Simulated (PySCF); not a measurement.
Gas-phase reaction: 2 GaF₃ + 3 H₂ = Ga₂H₆ + 6 F

Method: PySCF energies plus ideal-gas RRHO corrections (1 bar). † marks an energy on the PBE0/def2-TZVP geometry and frequencies; other levels use their own. Open shells (unrestricted): F (multiplicity 2); the rest are closed-shell singlets. Spin-orbit splitting is ignored; it lowers the true energy and changes the entropy of F. Ga: all electrons, no relativistic terms. Ga₂H₆: computed as isolated molecules; such fragments, hydroxides, amides, oligomers or adducts are transient or little studied in the gas.

```tsv
level	ΔH°(298 K), kJ
M06-2X/def2-TZVP†	?
PBE/def2-SVP	2478
PBE/def2-TZVP†	?
PBE0/def2-QZVP†	2332
ωB97M-V/def2-TZVP†	2377
ωB97X-V/def2-TZVP†	?
```

What belongs in the gaps?


- M06-2X/def2-TZVP†, ΔH°(298 K), kJ: 2458
- PBE/def2-TZVP†, ΔH°(298 K), kJ: 2468
- ωB97X-V/def2-TZVP†, ΔH°(298 K), kJ: 2379
